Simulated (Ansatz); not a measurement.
Reaction (formal exchange of groups at the Si–C bond): `C=C[Si](N)(O)[SiH3]` + SiH₄ → `N[Si](O)([SiH3])[SiH3]` + ethylene

Gas-phase electronic energies from Ansatz, PBE0-D4/def2-TZVP geometries. CCSD(T)/CBS adds triple-zeta CCSD(T) − MP2 to the extrapolated MP2 energy (def2 sets, frozen cores). This one scheme is used for every species. One conformer a species, not always the lowest.

`C=C[Si](N)(O)[SiH3]`:

```xyz
15

C    -1.938    1.327   -0.814
C    -0.619    1.200   -0.685
Si    0.165   -0.074    0.422
N     1.447    0.732    1.218
O    -0.990   -0.741    1.404
Si    1.029   -1.909   -0.746
H    -2.391    2.062   -1.474
H    -2.623    0.689   -0.263
H     0.022    1.852   -1.277
H     1.432    1.722    1.396
H     2.129    0.253    1.781
H    -1.376   -0.164    2.066
H     1.938   -2.706    0.127
H     1.823   -1.438   -1.915
H    -0.049   -2.806   -1.242
```

SiH₄:

Cartesian coordinates in Å:
```
Si 0.000 0.000 0.000
H -0.054 -0.239 -1.464
H 0.842 1.191 0.276
H 0.585 -1.186 0.674
H -1.373 0.234 0.514
```

`N[Si](O)([SiH3])[SiH3]`:

```xyz
14

N     1.108   -1.537   -0.441
Si    0.326   -0.019   -0.396
O     0.844    0.950   -1.644
Si    0.861    0.974    1.665
Si   -1.980   -0.424   -0.600
H     0.857   -2.228   -1.130
H     2.072   -1.632   -0.164
H     0.461    1.827   -1.710
H     2.325    0.883    1.933
H     0.488    2.418    1.657
H     0.135    0.315    2.784
H    -2.539   -0.995    0.655
H    -2.705    0.845   -0.896
H    -2.253   -1.377   -1.714
```

`C=C`:

Cartesian coordinates in Å:
```
C 0.487 0.279 0.350
C -0.487 -0.279 -0.350
H 1.319 0.782 -0.132
H 0.496 0.255 1.434
H -1.319 -0.782 0.132
H -0.496 -0.255 -1.434
```

```csv
species,HF/CBS(def2) energy (Eh)
`C=C[Si](N)(O)[SiH3]`,-788.36544
SiH₄,-291.26912
`N[Si](O)([SiH3])[SiH3]`,-1001.55350
`C=C`,-78.07079
```

Work out ΔE.

ΔE = (-1001.55350) + (-78.07079) − (-788.36544) − (-291.26912) = 0.01027 Eh = +27.0 kJ/mol. CCSD(T)/CBS gives +17.9 kJ/mol.

Largest T1 diagnostic among the species: 0.013.

From PBE to PBE0 (25 % exact exchange), in def2-TZVPP and without D4, ΔE moves by +4.9 kJ/mol.
